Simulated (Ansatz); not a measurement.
Gas-phase electronic energies from Ansatz, PBE0-D4/def2-TZVP geometries. CCSD(T)/CBS adds triple-zeta CCSD(T) − MP2 to the extrapolated MP2 energy (def2 sets, frozen cores). DFT in def2-TZVPP. Elements past krypton have def2 core potentials. For Ge, I, W outer-core shells are correlated without core-valence functions, which leaves a few kJ/mol of doubt a bond. Scalar relativity is left out up to krypton. Each species was taken in one conformer, which may not be the lowest.

`[CH3][GeH]([Cl])[I]` + `C[O][W](=[NH])(=[NH])[OH]` → `C[O][W](=[NH])(=[NH])[O]C` + `[Cl][GeH2][I]`  (substitution at a C–Ge bond)

| level | ΔE (kJ/mol) |
| --- | --- |
| PBE-D4 | 91.8 |
| B97M-V | 89.2 |
| r2SCAN0-D4 | 96.3 |
| BHLYP-D4 | 88.4 |
| ωB97X-V | 91.1 |
| RPA@PBE/def2-TZVPP | 88.1 |
| HF/def2-QZVPP | 80.3 |
| HF/CBS(def2) | 80.1 |

(1) What does CCSD(T)/CBS give? (An estimate is asked.)

(2) What do rigid-rotor, harmonic-oscillator terms from PBE0-D4/def2-TZVP frequencies (298.15 K, 1 bar) make of the CCSD(T)/CBS value? (An estimate is asked.)

Largest T1 diagnostic among the species: 0.020.

Results:

(1) Computed: +99.8 kJ/mol. The listed levels differ from it by -8.0, -10.6, -3.5, -11.4, -8.7, -11.7, -19.5, -19.7 kJ/mol.

(2) The calculation gave: ΔZPE = -1.6 kJ/mol, ΔH = +97.8 kJ/mol, ΔS = 4 J/(mol·K), ΔG = +96.8 kJ/mol. Modes under 50 cm⁻¹ make the entropy rough.

At CCSD(T), def2-SVP lies −29.4 kJ/mol from the extrapolated value and def2-TZVPP −4.2 kJ/mol. In def2-TZVPP, CCSD(T) changes the Hartree–Fock value by +14.0 kJ/mol (the triples alone add +0.4 kJ/mol) and MP2 by +21.9 kJ/mol. Leaving LDA and LC-ωPBE aside and taking each functional with its dispersion term where it has one, the values, not all of them listed here, spread over 11.9 kJ/mol, from BLYP-D4 to PBE-QIDH.
